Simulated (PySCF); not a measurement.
Species: C5H11As.
InChI=1S/C5H11As/c1-4-5-6(2)3/h4H,1,5H2,2-3H3

Level: CAM-B3LYP/def2-SVPD in PySCF, non-relativistic, on one gas-phase PBE0-D3(BJ)/def2-SVP geometry that isn't relaxed in the solvent. The solvent is an IEF-PCM continuum (Bondi radii, 1.10 Å for H, scaled by 1.2), and excitations are vertical TDDFT with non-equilibrium linear response and a frozen core. Only the electrostatic response of the medium enters. Spin–orbit coupling is left out although an atom past zinc is present.

Gas-phase singlets (H = HOMO, L = LUMO):

```tsv
state	E (eV)	λ (nm)	f	leading configurations
S1	5.932	209	0.190	H→L 94%
S2	6.376	194	0.087	H→L+1 69%, H→L+2 17%
S3	6.590	188	0.018	H→L+3 47%, H→L+2 18%
S4	6.787	183	0.119	H→L+2 47%, H-1→L 21%
S5	6.892	180	0.213	H-1→L 50%, H→L+3 32%
```

Problem. Give the list for benzene (ε = 2.271), n² = 2.25.

Solution. 
```csv
state,E (eV),λ (nm),f,leading configurations,change by rank (eV)
S1,5.859,212,0.307,H→L 94%,-0.073
S2,6.323,196,0.137,H→L+1 79%,-0.053
S3,6.545,189,0.097,"H→L+3 42%, H-1→L 33%",-0.045
S4,6.729,184,0.237,"H-1→L 41%, H→L+2 38%",-0.058
S5,6.894,180,0.128,"H→L+3 36%, H→L+2 30%",+0.002
```

Problem. What are the lowest 5 singlets in chloroform (ε = 4.711)?

Solution. 
| state | E (eV) | λ (nm) | f | leading configurations | change by rank (eV) |
| --- | --- | --- | --- | --- | --- |
| S1 | 5.882 | 211 | 0.304 | H→L 94% | -0.050 |
| S2 | 6.349 | 195 | 0.129 | H→L+1 85% | -0.027 |
| S3 | 6.569 | 189 | 0.122 | H-1→L 39%, H→L+3 37% | -0.021 |
| S4 | 6.753 | 184 | 0.223 | H-1→L 39%, H→L+2 36% | -0.034 |
| S5 | 6.933 | 179 | 0.117 | H→L+3 35%, H→L+2 29% | +0.041 |

Problem. The ground-state energy changes by -0.091 eV from gas to chloroform. By how much does the total energy of gas-phase S1 change?

Solution. E(S1) = E(S0) + excitation energy, so it changes by -0.091 − 0.050 = -0.141 eV: it is lowered more than the ground state, which is what a red shift means. This is the vertical state, with the slow part of the continuum still set for S0.

Problem. How do the frontier levels move from gas to chloroform?

Solution. 
```tsv
orbital	gas (eV)	solvent (eV)	change (eV)
LUMO+2	1.55	1.67	+0.12
LUMO+1	1.47	1.59	+0.12
LUMO	1.00	1.06	+0.06
HOMO	-7.78	-7.76	+0.02
HOMO-1	-8.54	-8.49	+0.05
HOMO-2	-10.18	-10.04	+0.14
HOMO-3	-10.68	-10.58	+0.10
```

The HOMO–LUMO gap goes from 8.78 to 8.82 eV.

Shape of the structure used: `[CH2:1]=[CH:2][CH2:3][As:4]([CH3:5])[CH3:6]`: C1–C2–C3–As4 -98°, C2–C3–As4–C5 -163°.
